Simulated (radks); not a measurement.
Effect of the nuclear size on the antimony ion Sb3+, [Kr] 4d10 5s2. All-electron calculation, Dirac Kohn-Sham, LDA (Slater exchange, Perdew-Wang correlation), spin-unpolarised, spherical densities, finite nucleus; Fermi nuclear charge, rms radius 4.6802 fm. Program: a radial shooting solver on a logarithmic mesh with Libxc functionals. The rms radius is varied about that value; shifts are against it.

rms radius (fm),total energy shift (eV),density at nucleus (e/bohr^3),1s1/2 shift (meV),2s1/2 shift (meV),4s1/2 shift (meV),4p1/2 shift (meV),5s1/2 shift (meV),5p1/2 (empty) shift (meV),6s1/2 (empty) shift (meV)
3.9407,-1.35,2.139e+05,-567,-65.3,-2.50,0.239,-0.310,0.077,-0.068
4.39,-0.554,2.102e+05,-232,-26.8,-1.03,0.098,-0.127,0.032,-0.028
4.6802,0,2.081e+05,0.000,0.000,0.000,0.000,0.000,0.000,0.000
4.9844,0.612,2.06e+05,257,29.6,1.13,-0.108,0.140,-0.035,0.031
5.4103,1.52,2.033e+05,639,73.6,2.82,-0.269,0.349,-0.087,0.077

Slopes of the eigenvalues against <r^2> in GHz/fm^2, as finite differences over the two radii next to the reference (eigenvalue slopes, not the field-shift constants of lines): 1s1/2 21200, 2s1/2 2450, 4s1/2 93.7, 4p1/2 -8.94, 5s1/2 11.6, 5p1/2 (empty) -2.90, 6s1/2 (empty) 2.56.
